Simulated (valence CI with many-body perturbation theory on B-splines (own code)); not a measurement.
Fe¹³⁺: magnetic and hyperfine properties of the levels

Computed by configuration interaction combined with many-body perturbation theory (CI+MBPT): three valence electrons over a frozen Dirac-Fock core [Ne], radial functions for each j: 11 s, 11 p, 9 d, 7 f, 5 g, 2 h, 1 i, with the one-electron correlation potential Σ1 (screened to all orders), the two-electron term Σ2, the three-electron term Σ3, Breit, model QED; selected single and double excitations, second order for the rest (own B-spline code, finite nucleus).

No measured spectrum was set against this ion. As an estimate, levels of excited configurations hold to 0.05 to 0.15 % of their energy, terms of the ground configuration to about 0.5 %.

A/g_I is the dipole constant over the nuclear g factor μ/I (μ in nuclear magnetons, uniformly magnetised nucleus), B/Q the quadrupole constant per barn. Both hold the static response of the core; the bare values leave it out. Large factors of s and p1/2 electrons are usually good to 5 to 10 %; those of open d and f shells near neutrality can be off by tens of per cent, and small factors of p3/2, d and f electrons come from cancelling terms and can be off by a factor of two or in sign, in half-filled shells by more. B is blank for J = 1/2, where it vanishes, and for nearly pure S terms. Energies count from the lowest level.

Names give the largest LS component (configuration and term), which can be under half, so a name can repeat, a term be missing and a line seem to break the LS rules; names also repeat where a configuration has a term twice. Letters in brackets count levels of one name in rising energy.

| Level | E (cm⁻¹) | g | A/g_I (MHz) | A/g_I bare | B/Q (MHz/b) | B/Q bare |
| --- | --- | --- | --- | --- | --- | --- |
| 3s2.3p 2P°_1/2 | 0 | 0.665 | 24200 | 22900 |  |  |
| 3s2.3p 2P°_3/2 | 18863 | 1.333 | 4870 | 4780 | 8510 | 8110 |
| 3s.3p2 4P_1/2 | 225020 | 2.661 | 46700 | 44700 |  |  |
| 3s.3p2 4P_3/2 | 232730 | 1.732 | 21000 | 20100 | 6970 | 6640 |
| 3s.3p2 4P_5/2 | 242320 | 1.592 | 21800 | 20900 | -8410 | -8010 |
| 3s.3p2 2D_3/2 | 299280 | 0.804 | -4760 | -4350 | 10800 | 10300 |
| 3s.3p2 2D_5/2 | 301510 | 1.208 | 21100 | 20000 | 15200 | 14500 |
| 3s.3p2 2S_1/2 | 364940 | 1.714 | 64400 | 60700 |  |  |
| 3s.3p2 2P_1/2 | 388800 | 0.961 | 31700 | 29700 |  |  |
| 3s.3p2 2P_3/2 | 396820 | 1.329 | -4250 | -3610 | -8590 | -8200 |
| 3s2.3d 2D_3/2 | 473210 | 0.799 | 589 | 779 | 2320 | 2330 |
| 3s2.3d 2D_5/2 | 475200 | 1.200 | 3350 | 3380 | 3250 | 3270 |
| 3p3 2D°_3/2 | 576410 | 0.861 | 1980 | 1900 | 2470 | 2380 |
| 3p3 2D°_5/2 | 580250 | 1.199 | 9190 | 8920 | -2520 | -2370 |
| 3p3 4S°_3/2 | 589170 | 1.930 | -1550 | -510 |  |  |
| 3s.3p.3d 4F°_3/2 | 641670 | 0.422 | -8420 | -7870 | 4320 | 4210 |
| 3p3 2P°_1/2 | 642500 | 0.665 | 20700 | 19300 |  |  |
| 3s.3p.3d 4F°_5/2 | 645760 | 1.031 | 6400 | 6240 | 3660 | 3580 |
| 3p3 2P°_3/2 | 646020 | 1.322 | 2860 | 3080 | -2540 | -2420 |
| 3s.3p.3d 4F°_7/2 | 651700 | 1.239 | 10600 | 10200 | 5430 | 5300 |
| 3s.3p.3d 4F°_9/2 | 660040 | 1.333 | 11400 | 11000 | 10300 | 9970 |
| 3s.3p.3d 4P°_5/2 | 690130 | 1.513 | 13000 | 12600 | 3870 | 3820 |
| 3s.3p.3d 4D°_3/2 | 692480 | 1.398 | 8840 | 8710 | 2300 | 2220 |
| 3s.3p.3d 4D°_1/2 | 693980 | 0.324 | -23300 | -21700 |  |  |
| 3s.3p.3d 4D°_7/2 | 703200 | 1.426 | 13800 | 13300 | -6480 | -6090 |
| 3s.3p.3d 4P°_1/2 | 703630 | 2.345 | 43100 | 41000 |  |  |
| 3s.3p.3d 4D°_5/2 | 703950 | 1.427 | 14000 | 13600 | -4550 | -4390 |
| 3s.3p.3d 4P°_3/2 | 704020 | 1.515 | 16800 | 16200 | -2930 | -2880 |
| 3s.3p.3d 2D°_3/2 | 717260 | 0.816 | -9840 | -9100 | -4530 | -4270 |
| 3s.3p.3d 2D°_5/2 [a] | 717890 | 1.222 | 16400 | 15600 | -6100 | -5740 |
| 3s.3p.3d 2F°_5/2 [a] | 745040 | 0.863 | 6670 | 6360 | 8530 | 8290 |
| 3s.3p.3d 2F°_7/2 [a] | 759920 | 1.142 | 959 | 1150 | 10100 | 9860 |
| 3s.3p.3d 2P°_3/2 [a] | 807380 | 1.298 | 10800 | 10500 | 1950 | 1930 |
| 3s.3p.3d 2P°_1/2 [a] | 815410 | 0.665 | -19300 | -18000 |  |  |
| 3s.3p.3d 2F°_7/2 [b] | 817740 | 1.143 | 12100 | 11600 | 10000 | 9750 |
| 3s.3p.3d 2F°_5/2 [b] | 820750 | 0.859 | -5650 | -5130 | 8660 | 8420 |
| 3s.3p.3d 2P°_1/2 [b] | 839660 | 0.664 | 536 | 706 |  |  |
| 3s.3p.3d 2P°_3/2 [b] | 840980 | 1.067 | 9540 | 9110 | 546 | 628 |
| 3s.3p.3d 2P°_3/2 [c] | 843880 | 1.099 | 2420 | 2580 | -4870 | -4640 |
| 3s.3p.3d 2D°_5/2 [b] | 844710 | 1.196 | -2470 | -1990 | -6450 | -6060 |

Take the isotope of mass number 57, with I = 1/2, μ = 0.09064 μN. What is the hyperfine structure of 3s.3p2 4P_1/2?

From the table A = 8470 MHz. Shifts from the centre of gravity in MHz: F = 0: -6350, F = 1: 2120.
